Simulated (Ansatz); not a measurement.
The first iterations of a band of CH8GaN (11 atoms, charge 0, multiplicity 1).

Theory: RKS PBE0/def2-SVP (Ansatz).

| Property | Result |
| --- | --- |
| movable images | 7 |
| climbing image | yes |
| spring | 5.0 eV/Å² |
| optimiser | quadratic models (default) |
| start path | straight line |
| force threshold | 0.05 eV/Å |
| iteration limit | 30 |
| end points | relaxed |

First end point:

```xyz
11
Properties=species:S:1:pos:R:3
Ga -0.073 -0.203 0.423
C 0.066 0.445 2.299
H -0.849 0.250 2.882
H 0.919 -0.001 2.836
H 0.223 1.536 2.305
H 1.255 -0.264 -0.446
H -1.441 0.023 -0.352
N -0.290 -2.330 0.765
H -0.438 -2.821 -0.117
H 0.542 -2.724 1.204
H -1.087 -2.532 1.370
```

Last end point:

```xyz
11
Properties=species:S:1:pos:R:3
Ga 0.208 -0.677 -1.359
C -0.337 -0.236 3.489
H -1.277 -0.587 3.937
H 0.507 -0.585 4.100
H -0.336 0.862 3.461
H 1.690 -0.345 -1.728
H -1.078 -0.107 -2.043
N -0.049 -1.847 0.006
H -0.957 -2.166 0.324
H 0.698 -2.305 0.514
H -0.243 -0.629 2.467
```

| iteration | highest image above the first end (eV) | largest band force component (eV/Å) |
| --- | --- | --- |
| 1 | 11.439 | 40.307 |
| 2 | 4.132 | 4.138 |
| 3 | 2.566 | 6.607 |
| 4 | 1.969 | 2.540 |

Task: Does the band converge within its limit, and where does its top end?

Result: The forces met the threshold. It ended after 13 iterations with the highest image 1.589 eV above the first end. Neighbouring images differ by up to 1.4 eV, so the band resolves the path poorly. Another band between the same ends (7 images) ends at a top of the same energy, where a vibrational analysis finds 1 clearly imaginary mode. The orbitals stay closed-shell, which can raise the energy where a bond breaks towards radicals; this wasn't checked here.

The run took 8 min on 2 threads of Intel(R) Xeon(R) Platinum 8259CL CPU @ 2.50GHz (Skylake/Cascade Lake), with other jobs on the host, peak memory 0.24 GiB.
